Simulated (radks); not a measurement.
The numbers below are computed, except where a source is named.
Question: Rh2+, configuration [Kr] 4d7. Level of theory: Dirac Kohn-Sham, PBEsol, spin-unpolarised, spherical densities, finite nucleus; open shells are shared between the two j in proportion to 2j + 1; Fermi nuclear charge, rms radius 4.4945 fm (a radial shooting solver on a logarithmic mesh with Libxc functionals).

Spin-orbit splittings of the eigenvalues, e(l+1/2) - e(l-1/2), with zeta = 2 splitting/(2l+1) and mean radii in bohr:

| shell | occ. | splitting (eV) | zeta (eV) | <r> j=l-1/2 | <r> j=l+1/2 |
|---|---|---|---|---|---|
| 2p | 6 | 144.5 | 96.32 | 0.1203 | 0.1252 |
| 3p | 6 | ? | ? | 0.3832 | 0.3940 |
| 3d | 10 | 4.905 | 1.962 | 0.3684 | 0.3719 |
| 4p | 6 | 3.956 | 2.638 | 1.055 | 1.085 |
| 4d | 7 | 0.4472 | 0.1789 | 1.434 | 1.450 |

Estimate the 3p splitting.

Answer: 24.86 eV (zeta = 16.57 eV).
